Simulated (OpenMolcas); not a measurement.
**Fe4+: ligand-field states by method**

Fe4+ with its 6 nearest fluoride ions at 1.863 Å, on the Ge site of Cs2GeF6 (a = 9.021 Å, distance in the model lattice 1.804 Å). The rest of the host is ab initio model potentials to 7.6 Å and point charges beyond; the distance is set by hand and nothing relaxes. Ligand basis ANO-RCC-VDZP.
```
Fe    0.0000    0.0000    0.0000
F     1.8630    0.0000    0.0000
F     0.0000    1.8630    0.0000
F    -1.8630    0.0000    0.0000
F     0.0000   -1.8630    0.0000
F     0.0000    0.0000    1.8630
F     0.0000    0.0000   -1.8630
```

```yaml
Program: OpenMolcas 26.06
Basis: ANO-RCC-VTZP [6s5p3d2f1g]
Scalar_Hamiltonian: DKH2, point nucleus
Active_space: 4 electrons in 5 orbitals (3d)
State_averaging: 2S+1 = 5 even, 5 roots; 2S+1 = 3 even, 45 roots; 2S+1 = 1 even, 50 roots
Spin-orbit_coupling: RASSI with atomic mean-field integrals over the reference wave functions
```

I. CASSCF
II. SS-CASPT2, IPEA 0.25 Eh, imaginary shift 0.1 Eh (closed shells correlated: 3s 3p and the ligand valence shells)

Spin-free states (labels of O, the rotations of Oh) in cm-1, each column counted from its own energy of the first state listed:

```
State  Degeneracy      I     II
   5E           2      0      0
  3T1           3  10055  -5170
  5T2           3  20763  28950
   3E           2  22162  11180
```

II puts a state of multiplicity 3 lowest, 5200 cm-1 below that state.

From I to II, I's first state of the same spin (5T2) moves from 20763 to 28950 cm-1, by about +8200 cm-1.

From I to II, I's first state of another spin (3T1) moves from 10055 to -5170 cm-1, by about -15000 cm-1.

χT at 300 K: I 2.96, II 1.67 cm3 K/mol.

Roots that are degenerate in the reference are averaged as groups; the widest CASPT2 spread within a group is 1100 cm-1 (the 3-fold group of multiplicity 1 near 55400 cm-1 above the lowest state of its run, II). Shifts and gaps below about the spread of the groups concerned are not significant. Over all roots computed the reference weight is 0.61 to 0.67 in II; the roots of lowest weight are the least certain, and an intruder state may touch them. The least metal-like active orbital is 77 % on the metal (Löwdin) and no ligand orbital is active, so the numbers are rough. Ligand-to-metal charge-transfer states are missing. With no ligand orbital active B as a rule stays too high, so bands that hang on it stand too high and its fall with covalency is understated. An orbital doublet at a regular site is open to a Jahn-Teller distortion, which this geometry leaves out (holds for I). Without dynamic correlation the repulsion within the d shell is too large (B by tens of per cent), so at a given field states of lower spin stand too high (holds for I). This shell can be high or low spin here, a state of another spin lies low, and with metal d orbitals alone active their balance is uncertain, so the ground spin may be wrong (holds for I). With metal d orbitals alone and no dynamic correlation 10Dq can be off by a tenth to a fifth, either way, in oxide and fluoride hosts (holds for I). An orbital triplet at a regular site is open to Jahn-Teller coupling, which can distort the site and quench the lowest spin-orbit gaps and is left out (holds for II). This shell can be high or low spin here, a state of another spin lies low, and with metal d orbitals alone active their balance is uncertain, so the ground spin may be wrong, although the usual error favours high spin (holds for II). With one d shell and no ligand orbital active, 10Dq can be off by a tenth or more (holds for II). No measured value stands beside these numbers; the geometry was set by hand and not optimised.
